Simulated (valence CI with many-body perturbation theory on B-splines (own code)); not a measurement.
**Re⁴²⁺: electric-dipole lines**

Level of theory: relativistic CI+MBPT: five valence electrons over a frozen Dirac-Fock core [Ar] 3d10, radial functions for each j: 9 s, 9 p, 8 d, 6 f, 3 g, 1 h, with the one-electron correlation potential Σ1 (screened to all orders), the two-electron term Σ2, the three-electron term Σ3, Breit, model QED; selected single and double excitations, second order for the rest (own B-spline code, finite nucleus).

No measured spectrum was set against this ion. As an estimate, large intervals hold to a few tenths of a per cent, small ones and those within an open d or f shell to about a per cent. Among the levels kept, up to 270 cm⁻¹ of a level comes from second order outside the variational space, and about a tenth of that is noise between levels of different J, which matters for small intervals.

Lines 151 to 200 of 200 in falling wavelength, among levels below 29.067 Ry, chosen from the strongest by gf and those to the six lowest levels. Wavelengths and rates use the calculated energies. Electric multipoles are in the length gauge, E1 and E2 with the static RPA response of the core. Weak lines are less certain than strong ones. Lines between different terms over intervals too small for the method are left out, as are lines whose strength nearly cancels. The highest levels of a list are the least certain.

Levels are named by their leading jj configuration (3d3/2^4 stands for four electrons in 3d with j = 3/2), which in mixed levels can hold well under half, so a name can repeat and another be missing. Letters in brackets count levels of one name in rising energy.

```csv
λ vac (nm),Upper,Lower,A (s⁻¹),log gf,Branch %
5.923,(4s 4p1/2 4p3/2^3) J=5/2,(4s^2 4p1/2 4p3/2^2) J=5/2,6.19e+11,0.29,96.8
5.847,(4s 4p1/2^2 4p3/2^2) J=1/2,(4s^2 4p1/2^2 4p3/2) J=3/2,2.63e+11,-0.57,90.3
5.834,(4s 4p1/2 4p3/2^3) J=1/2,(4s^2 4p1/2 4p3/2^2) J=1/2,7.34e+11,-0.13,61.0
5.828,(4s 4p1/2 4p3/2^3) J=3/2 [b],(4s^2 4p1/2 4p3/2^2) J=1/2,2.79e+11,-0.25,25.7
5.790,(4s 4p1/2^2 4p3/2^2) J=3/2,(4s^2 4p1/2^2 4p3/2) J=3/2,5.23e+11,0.02,92.0
5.770,(4s 4p1/2 4p3/2^3) J=5/2,(4s^2 4p1/2 4p3/2^2) J=3/2,6.61e+08,-2.70,0.1
5.745,(4s 4p1/2^2 4p3/2 4d3/2) J=1/2 [b],(4s^2 4p1/2^2 4d3/2) J=3/2,4.73e+11,-0.33,87.7
5.642,(4s 4p1/2 4p3/2^3) J=3/2 [b],(4s^2 4p1/2 4p3/2^2) J=5/2,7.64e+11,0.16,70.3
5.618,(4s 4p1/2^2 4p3/2 4d3/2) J=5/2 [b],(4s^2 4p1/2^2 4d3/2) J=3/2,8.23e+11,0.37,95.6
5.537,(4s 4p1/2^2 4p3/2 4d5/2) J=5/2,(4s^2 4p1/2^2 4d3/2) J=3/2,4.32e+09,-1.92,1.5
5.508,(4s 4p1/2 4p3/2^3) J=1/2,(4s^2 4p1/2 4p3/2^2) J=3/2,4.32e+11,-0.41,35.9
5.503,(4s 4p1/2 4p3/2^3) J=3/2 [b],(4s^2 4p1/2 4p3/2^2) J=3/2,1.88e+10,-1.47,1.7
5.436,(4s 4p1/2^2 4p3/2 4d5/2) J=3/2,(4s^2 4p1/2^2 4d3/2) J=3/2,1.57e+10,-1.55,8.1
4.900,(4s^2 4p1/2 4p3/2 4d3/2) J=5/2 [a],(4s^2 4p1/2^2 4p3/2) J=3/2,2.53e+09,-2.26,25.4
4.894,(4s^2 4p1/2 4p3/2 4d3/2) J=3/2 [a],(4s^2 4p1/2^2 4p3/2) J=3/2,5.16e+10,-1.13,78.6
4.889,(4s^2 4p1/2 4p3/2 4d3/2) J=1/2 [a],(4s^2 4p1/2^2 4p3/2) J=3/2,3.70e+09,-2.58,34.7
4.764,(4s^2 4p3/2^2 4d3/2) J=3/2 [a],(4s^2 4p1/2 4p3/2^2) J=1/2,1.12e+11,-0.82,6.6
4.754,(4s^2 4p3/2^2 4d3/2) J=1/2,(4s^2 4p1/2 4p3/2^2) J=1/2,2.10e+10,-1.85,1.4
4.639,(4s^2 4p3/2^2 4d3/2) J=3/2 [a],(4s^2 4p1/2 4p3/2^2) J=5/2,4.00e+11,-0.29,23.7
4.625,(4s^2 4p3/2^2 4d3/2) J=5/2,(4s^2 4p1/2 4p3/2^2) J=5/2,8.35e+11,0.21,58.4
4.588,(4s^2 4p3/2^2 4d3/2) J=7/2,(4s^2 4p1/2 4p3/2^2) J=5/2,1.32e+12,0.52,100.0
4.565,(4s^2 4p3/2^2 4d3/2) J=3/2 [b],(4s^2 4p1/2 4p3/2^2) J=1/2,1.32e+12,0.22,97.6
4.552,(4s^2 4p3/2^2 4d5/2) J=1/2,(4s^2 4p1/2 4p3/2^2) J=1/2,9.66e+08,-3.22,3.0
4.545,(4s^2 4p3/2^2 4d3/2) J=3/2 [a],(4s^2 4p1/2 4p3/2^2) J=3/2,1.17e+12,0.16,69.6
4.536,(4s^2 4p1/2 4p3/2 4d3/2) J=5/2 [b],(4s^2 4p1/2^2 4p3/2) J=3/2,1.62e+12,0.48,99.4
4.535,(4s^2 4p3/2^2 4d3/2) J=1/2,(4s^2 4p1/2 4p3/2^2) J=3/2,1.50e+12,-0.03,98.5
4.531,(4s^2 4p3/2^2 4d3/2) J=5/2,(4s^2 4p1/2 4p3/2^2) J=3/2,5.94e+11,0.04,41.6
4.514,(4s^2 4p1/2 4p3/2 4d3/2) J=3/2 [b],(4s^2 4p1/2^2 4p3/2) J=3/2,2.10e+12,0.41,100.0
4.499,(4s^2 4p1/2 4p3/2 4d3/2) J=1/2 [b],(4s^2 4p1/2^2 4p3/2) J=3/2,1.72e+12,0.02,99.6
4.482,(4s^2 4p1/2 4p3/2 4d5/2) J=3/2 [a],(4s^2 4p1/2^2 4p3/2) J=3/2,5.39e+09,-2.19,11.5
4.473,(4s^2 4p3/2^2 4d5/2) J=7/2,(4s^2 4p1/2 4p3/2^2) J=5/2,6.00e+10,-0.84,100.0
4.450,(4s^2 4p3/2^2 4d3/2) J=3/2 [b],(4s^2 4p1/2 4p3/2^2) J=5/2,9.22e+08,-2.96,0.1
4.426,(4s^2 4p1/2 4p3/2 4d5/2) J=5/2 [a],(4s^2 4p1/2^2 4p3/2) J=3/2,5.30e+10,-1.03,47.9
4.363,(4s^2 4p3/2^2 4d3/2) J=3/2 [b],(4s^2 4p1/2 4p3/2^2) J=3/2,2.99e+10,-1.47,2.2
4.352,(4s^2 4p3/2^2 4d5/2) J=1/2,(4s^2 4p1/2 4p3/2^2) J=3/2,1.03e+10,-2.23,32.5
4.249,(4s^2 4p3/2^2 4d5/2) J=5/2,(4s^2 4p1/2 4p3/2^2) J=5/2,1.69e+08,-3.56,9.8
4.209,(4s^2 4p1/2 4p3/2 4d5/2) J=5/2 [b],(4s^2 4p1/2^2 4p3/2) J=3/2,8.57e+10,-0.86,10.0
4.189,(4s^2 4p1/2 4p3/2 4d5/2) J=3/2 [b],(4s^2 4p1/2^2 4p3/2) J=3/2,2.36e+10,-1.60,7.2
4.173,(4s^2 4p1/2 4p3/2 4d5/2) J=1/2,(4s^2 4p1/2^2 4p3/2) J=3/2,2.44e+10,-1.89,5.6
4.169,(4s^2 4p3/2^2 4d5/2) J=5/2,(4s^2 4p1/2 4p3/2^2) J=3/2,1.54e+08,-3.62,8.9
4.077,(4s 4p1/2 4p3/2^3) J=3/2 [a],(4s^2 4p1/2^2 4p3/2) J=3/2,3.70e+08,-3.43,0.1
3.987,(4s 4p1/2 4p3/2^3) J=5/2,(4s^2 4p1/2^2 4p3/2) J=3/2,4.77e+09,-2.17,0.7
3.860,(4s 4p1/2 4p3/2^3) J=1/2,(4s^2 4p1/2^2 4p3/2) J=3/2,1.41e+10,-2.20,1.2
3.857,(4s 4p1/2 4p3/2^3) J=3/2 [b],(4s^2 4p1/2^2 4p3/2) J=3/2,2.80e+09,-2.60,0.3
3.361,(4s^2 4p3/2^2 4d3/2) J=3/2 [a],(4s^2 4p1/2^2 4p3/2) J=3/2,1.86e+07,-4.90,0.0
3.355,(4s^2 4p3/2^2 4d3/2) J=1/2,(4s^2 4p1/2^2 4p3/2) J=3/2,4.38e+06,-5.83,0.0
3.353,(4s^2 4p3/2^2 4d3/2) J=5/2,(4s^2 4p1/2^2 4p3/2) J=3/2,3.03e+07,-4.51,0.0
3.260,(4s^2 4p3/2^2 4d3/2) J=3/2 [b],(4s^2 4p1/2^2 4p3/2) J=3/2,2.14e+08,-3.87,0.0
3.254,(4s^2 4p3/2^2 4d5/2) J=1/2,(4s^2 4p1/2^2 4p3/2) J=3/2,8.45e+08,-3.57,2.7
3.151,(4s^2 4p3/2^2 4d5/2) J=5/2,(4s^2 4p1/2^2 4p3/2) J=3/2,1.38e+09,-2.91,79.8
```

(1) How does gf follow from A for the line at 4.535 nm?

Answers

(1) gf = 1.4992 × (2J+1)_upper × A / σ², with σ = 2205029 cm⁻¹ and 2J+1 = 2: gf = 0.923.
